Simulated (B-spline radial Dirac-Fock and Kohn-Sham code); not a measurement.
## The He-like isoelectronic sequence (2 electrons), Z = 19 to 32

The computed values come from a radial finite-basis atomic code: relaxed Dirac-Fock hole states (ΔSCF) with Breit and QED corrections and a finite nucleus. Binding energies in eV, tabulated ground configurations (1s2 throughout). No correlation.

```tsv
ion	outermost level	NIST ionisation energy
K¹⁷⁺	4609.5 (1s)	4610.807
Ca¹⁸⁺	5127.5 (1s)	5128.858
Sc¹⁹⁺	5673.5 (1s)	5674.904
Ti²⁰⁺	6247.6 (1s)	6249.023
V²¹⁺	6849.9 (1s)	6851.311
Cr²²⁺	7480.4 (1s)	7481.862
Mn²³⁺	8139.3 (1s)	8140.786
Fe²⁴⁺	8826.7 (1s)	8828.186
Co²⁵⁺	9542.7 (1s)	9544.182
Ni²⁶⁺	?	?
Cu²⁷⁺	11060.9 (1s)	11062.43
Zn²⁸⁺	11863.4 (1s)	11864.94
Ga²⁹⁺	12695.0 (1s)	12696.56
Ge³⁰⁺	13555.8 (1s)	13557.42
```

**Question.** Fill in the row of Ni²⁶⁺.

**Answer.** outermost 10287.4 (1s), NIST 10288.88 eV.

NIST's values are for the lowest levels; a dash marks a value that is missing or belongs to another shell. Their kind here: theoretical.
